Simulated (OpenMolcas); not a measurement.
**Tm2+ in a point-charge field**

Tm2+ among 6 point charges of -2 e arranged as an octahedron (Oh), 2.43 Å from the ion.

- Program: OpenMolcas 26.06
- Method: CASSCF
- Basis: ANO-RCC-VDZP [7s6p4d2f1g]
- Scalar Hamiltonian: DKH2, point nucleus
- Active space: 13 electrons in 7 orbitals (4f)
- State averaging: 2S+1 = 2 odd, 7 roots
- Spin-orbit coupling: state interaction with AMFI integrals over the reference wave functions

The lowest spin-free states (labels of O, the rotations of Oh), above the lowest:

```json
{"State": "2T1", "Degeneracy": "3", "E (cm-1)": "0.0", "Free-ion L (%)": "F (100)"}
{"State": "2T2", "Degeneracy": "3", "E (cm-1)": "296.4", "Free-ion L (%)": "F (100)"}
{"State": "2A2", "Degeneracy": "1", "E (cm-1)": "594.4", "Free-ion L (%)": "F (100)"}
```

The lowest levels with spin-orbit coupling:

```
E (cm-1)  Degeneracy  Label  2S+1     J  |mJ| (%)               g
     0.0           2     Γ6     2  3.50  1/2 (58)  2.66 2.66 2.66
   186.5           4     Γ8     2  3.50  3/2 (37)                
   471.3           2     Γ7     2  3.50  5/2 (75)  3.41 3.41 3.41
    8947           4     Γ8     2  2.50  1/2 (50)                
    9256           2     Γ7     2  2.50  3/2 (83)  1.40 1.40 1.40
```

Powder χT (cm3 K/mol): 0.694 at 2 K, 0.808 at 10 K, 1.37 at 50 K, 1.9 at 100 K, 2.31 at 200 K, 2.44 at 300 K. The effective moment at 300 K is 2.828 √(χT) = 4.42 μB.

Hund's rules give f13 the level 2F7/2 with g = 1.143, so an isolated free-ion multiplet has χT = g² J(J+1) / 8 = 2.571 cm3 K/mol. The computed 2.439 at 300 K differs by -5 %, through the field's splitting, the mixing of terms and any other multiplet in reach.

Stevens parameters of the J = 7/2 multiplet, which is 471 cm-1 wide (cm-1, z along the main axis): B40 = -2.442e-01, B44 = -1.221e+00, B60 = 2.359e-04, B64 = -4.922e-03.

Point charges carry no covalency, so the field is a model and not that of real ligands. No measured value stands beside these numbers.
